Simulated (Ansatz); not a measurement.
Conformers of CH4BOS, SMILES `CO[B]S` radical, each relaxed with PBE0-D4/def2-TZVP in Ansatz. CBS adds the triple-zeta coupled-cluster correction to the MP2 limit.

Not all of them had a frequency check.

Conformer A:

```xyz
8

C    -0.470   -0.150    1.345
O    -0.412    0.405    0.042
B     0.429   -0.019   -0.896
S     0.481    0.707   -2.539
H    -1.479   -0.530    1.515
H    -0.257    0.638    2.069
H     0.252   -0.961    1.460
H     1.457   -0.091   -2.996
```

Conformer B:

Cartesian coordinates in Å:
```
C -0.920 -0.555 -0.612
O -0.282 -0.831 0.632
B 0.710 -0.097 1.121
S 1.431 1.359 0.336
H -0.196 -0.603 -1.429
H -1.690 -1.309 -0.762
H -1.379 0.437 -0.590
H 2.326 1.599 1.304
```

(1) Which is lowest in electronic energy at CCSD(T)/CBS (frozen core, def2 sets), and by how much? (Best estimate.)

(2) Give the energies relative to A (kJ/mol) with PBE-D4/def2-TZVPP, PBE0-D4/def2-TZVPP, B3LYP-D4/def2-TZVPP, CCSD/def2-TZVPP, MP2/def2-QZVPP, SCS-MP2/def2-QZVPP, CCSD(T)/def2-QZVPP. (Best estimate.)

Answers

(1) Computed: A; B lies 1.6 kJ/mol higher. Gaps under about 2 kJ/mol don't settle the order.

(2) Computed: 
| level | B |
| --- | --- |
| PBE-D4/def2-TZVPP | 1.4 |
| PBE0-D4/def2-TZVPP | 1.9 |
| B3LYP-D4/def2-TZVPP | 2.0 |
| CCSD/def2-TZVPP | 2.9 |
| MP2/def2-QZVPP | 0.9 |
| SCS-MP2/def2-QZVPP | 2.2 |
| CCSD(T)/def2-QZVPP | 1.9 |

B3LYP here is the variant with VWN-RPA as its local correlation; programs differ in this.
